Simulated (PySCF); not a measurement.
SiHCl₃, SMILES Cl[SiH](Cl)Cl. Geometry: B3LYP-D3(BJ)/def2-SVP. The isomer is the one that the SMILES or the coordinates give; other isomers of the formula were not compared.

Level of theory: B3LYP-D3(BJ)/def2-SVP run with PySCF.

Harmonic wavenumbers (cm⁻¹): 171, 171, 245, 489, 599, 599, 813, 813, 2309. Rotational constants (GHz): 2.362, 2.362, 1.268; symmetry number 3.

Task: Work out the zero-point energy and the ideal-gas rigid-rotor harmonic-oscillator thermochemistry at 298.15 K and 1 atm.

Result: ZPE = ½ Σ hcν = ½ × 6208 cm⁻¹ = 8.87 kcal/mol. H − E(el) = 12.76 kcal/mol. Entropy in cal/(mol K): translation 40.62, rotation 26.03, vibration 8.60, total 75.25. G − E(el) = -9.68 kcal/mol. Cp = 18.08 cal/(mol K).
